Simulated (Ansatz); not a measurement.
H$_{7}$O$_{7}$Si$_{2}$ (SMILES O[Si](O)(O)O[Si](O)(O)[OH2+]), charge +1, singlet, at a GFN2-xTB geometry. Base run: B3LYP/6-31G (Ansatz, a first-principles code).

Ansatz was given this input:
Ansatz 0.2 input:
```yaml
crystal:
  periodic: [false, false, false]
  atoms:
    - {symbol: O, position_ang: [2.32323349, -1.30764203, 0.95404659]}
    - {symbol: Si, position_ang: [1.38334986, -0.65676184, -0.16542089]}
    - {symbol: O, position_ang: [0.34257236, -1.84702792, -0.63738045]}
    - {symbol: O, position_ang: [2.02880251, 0.12333115, -1.40362722]}
    - {symbol: O, position_ang: [0.35210977, 0.44725313, 0.48883484]}
    - {symbol: Si, position_ang: [-1.16765241, 0.89347138, 0.30242568]}
    - {symbol: O, position_ang: [-1.58836525, 1.73026201, -0.98348883]}
    - {symbol: O, position_ang: [-1.88446038, 1.35800113, 1.63817018]}
    - {symbol: O, position_ang: [-1.88532100, -0.67454895, -0.18672301]}
    - {symbol: H, position_ang: [2.93788959, -0.81676794, 1.49357216]}
    - {symbol: H, position_ang: [0.61688563, -2.76141697, -0.57279697]}
    - {symbol: H, position_ang: [2.76468592, -0.17530609, -1.93227143]}
    - {symbol: H, position_ang: [-1.47187982, 2.67111842, -1.09705735]}
    - {symbol: H, position_ang: [-1.67161406, 1.08579689, 2.52953035]}
    - {symbol: H, position_ang: [-2.57896270, -0.65159199, -0.86064290]}
    - {symbol: H, position_ang: [-1.12534106, -1.30279391, -0.43705733]}
basis:
  gaussian:
    orbitals: 6-31G
hamiltonian:
  xc: b3lyp
total_charge: 1
```

Each row names what was changed in the base input (with any setting that the change needs).

| change | ΔE vs base (mEh) |
|---|---|
| base | 0.000 |
| accuracy = high | 0.001 |
| point_charge = charge:0.5 position_ang:5.1527, -0.5017, -3.8239 | 46.648 |
| lower_state_search = off | 0.000 |
| fitting.mean_field = def2-universal-JKFIT | -0.120 |
| point_charge = charge:-1.0 position_ang:-1.7225, 3.6133, -5.0097 | -78.716 |
| point_charge = charge:1.0 position_ang:-3.0963, 1.1321, -5.5681 | 75.875 |
| lower_state_search = light | 0.000 |
| final_grid = 10, 20, 41 | -0.001 |
| fitting.mean_field = cc-pVTZ-JKFIT | -0.016 |
| final_grid = 6, 12, 29 | -0.009 |
